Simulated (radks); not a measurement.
Excited configurations of Tm IV: one electron is placed in a higher orbital outside [Xe] 4f11. The ground configuration is [Xe] 4f12. All-electron calculation, Dirac Kohn-Sham, LDA (Slater exchange, Perdew-Wang correlation), spin-unpolarised, spherical densities, point nucleus; open shells are shared between the two j in proportion to 2j + 1. Program: a radial shooting solver on a logarithmic mesh with Libxc functionals. Excitation = E - E(ground); binding = E(ion) - E, where the ion is the core of charge +4; n* = 4/sqrt(2 binding) in atomic units, and the quantum defect is n - n*.

\begin{tabular}{lrrrr}
outer orbital & excitation (eV) & binding (eV) & n* & quantum defect \\ \hline
5d & 13.479 & 32.817 & 2.576 & 2.424 \\
5f & 32.057 & 14.239 & 3.910 & 1.090 \\
6s & 15.836 & 30.459 & 2.673 & 3.327 \\
6d & 30.321 & 15.975 & 3.691 & 2.309 \\
6f & 36.928 & 9.368 & 4.821 & 1.179 \\
7s & 30.269 & 16.027 & 3.686 & 3.314 \\
7p & 32.813 & 13.483 & 4.018 & 2.982 \\
7d & 36.360 & 9.936 & 4.681 & 2.319 \\
7f & 39.744 & 6.551 & 5.764 & 1.236 \\
\end{tabular}

The Delta-SCF ionisation energy is 46.296 eV (NIST Atomic Spectra Database: 42.41 eV, semi-empirical). Self-interaction in the functional shifts the binding energies and quantum defects, so they are the method's values and not measured ones. Spin polarisation and multiplet splitting are left out, so open shells lie too high by an amount that depends on their filling. Sharing an open shell by 2j + 1 raises it above the true ground level by a part of the spin-orbit splitting, which enters the differences from NIST.

Beside tabulated values, note that spin-unpolarised runs miss the spin-polarisation part of the exchange energy of open shells.
